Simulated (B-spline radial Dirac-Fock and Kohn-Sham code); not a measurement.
# Satellites and hypersatellites of the K lines of Pd⁴⁺

System: the Pd⁴⁺ ion, [Kr] 4d6, inside a Watson sphere of charge -4 and radius 2 Å (a model of the Madelung potential; inside it an electron's potential energy is raised by 28.8 eV).

The run's input, task.json:

```json
{"items": [{
  "Z": 46,
  "q": 4,
  "cfg": [[1, 0, 2], [2, 0, 2], [2, 1, 6], [3, 0, 2], [3, 1, 6], [3, 2, 10], [4, 0, 2], [4, 1, 6], [4, 2, 6]],
  "A": 106,
  "rrms": 4.5318,
  "watson": [-4, 2.0],
  "do": ["binding", "quiet", "double"]
}]}
```

Run with: `python xray_run.py task.json out`

These are calculated numbers from an atomic code on a B-spline grid; the model is Dirac-Fock ΔSCF + Breit + QED. Each two-hole energy is an average over J within one jj subconfiguration, not an observable level; in light atoms, where LS coupling holds, the j-resolved values are not observed lines, and for a K spectator the Kα1 hypersatellite is nearly forbidden. The model has no electron correlation.

Lines without a spectator: Kα2 (K-L2) 21017.8 eV, Kα1 (K-L3) 21174.9 eV, Kβ3 (K-M2) 23787.6 eV, Kβ1 (K-M3) 23815.7 eV. Shifts in eV with one spectator hole (a dash: not computed, or left out as unreliable):

```
spectator hole    Kα2    Kα1     Kβ3     Kβ1
    L2 (2p1/2)  +56.1  +70.3       –  +150.7
    L3 (2p3/2)  +56.5  +56.1  +135.7       –
    M2 (3p1/2)      –  +7.63  +17.59  +21.46
    M3 (3p3/2)  +5.84      –  +18.59  +18.01
    M4 (3d3/2)  +0.83  -1.52       –       –
    M5 (3d5/2)  -1.89  -0.22       –       –
```

Q: Where does the K-L3 hypersatellite lie, emitted when both K electrons are missing?

A: +534.6 eV from the normal line, at 21709.5 eV. Removing both K electrons costs 49510.4 eV, which is 725.2 eV more than twice the K binding energy.

With n spectator holes in 2p, averaged over the 2p shell (energies in eV):

| n | KαLⁿ | step | hypersatellite KαʰLⁿ |
| --- | --- | --- | --- |
| 0 | 21122.5 | – | 21652.4 |
| 1 | 21182.5 | +60.0 | 21713.9 |
| 2 | 21243.8 | +61.3 | 21776.5 |
| 3 | 21306.3 | +62.5 | 21840.5 |
| 4 | 21370.0 | +63.8 | 21905.6 |
| 5 | 21435.1 | +65.0 | 21972.1 |
